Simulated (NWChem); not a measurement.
C$_{3}$H$_{5}$BO$_{2}$; SMILES O1B(C=CC1)O

```xyz
11

O      0.1305    -2.1432     0.0000
B      0.0949    -0.7816     0.0000
C      1.2809     0.2252     0.0000
C      0.7003     1.4371     0.0000
C     -0.8027     1.3222     0.0000
O     -1.0969    -0.0760     0.0000
H     -0.7655    -2.5134     0.0000
H      2.3540     0.0653     0.0000
H      1.1895     2.4093     0.0000
H     -1.2589     1.7867     0.8855
H     -1.2589     1.7867    -0.8855
```
Atoms are numbered in this order, from 1.

Results from NWChem. Pople sets run with spherical d functions. All runs use the structure optimised with B3LYP/6-31G* (spherical d). Atomic charges in e: unrestrained fits to the electrostatic potential beside Mulliken populations; buried atoms are poorly determined by the fit.

For level B3LYP/def2-SVP:

```yaml
ESP O1: -0.67
Mulliken O1: -0.13
ESP B2: 0.67
Mulliken B2: -0.04
Mulliken C3: 0.04
Mulliken C5: 0.30
```

**Question.** Estimate the same quantities for level Hartree-Fock/6-31G*.

**Answer.** 
| Item | Result |
|---|---|
| ESP O1 | -0.79 |
| Mulliken O1 | -0.75 |
| ESP B2 | 0.88 |
| Mulliken B2 | 0.81 |
| Mulliken C3 | -0.40 |
| Mulliken C5 | 0.00 |
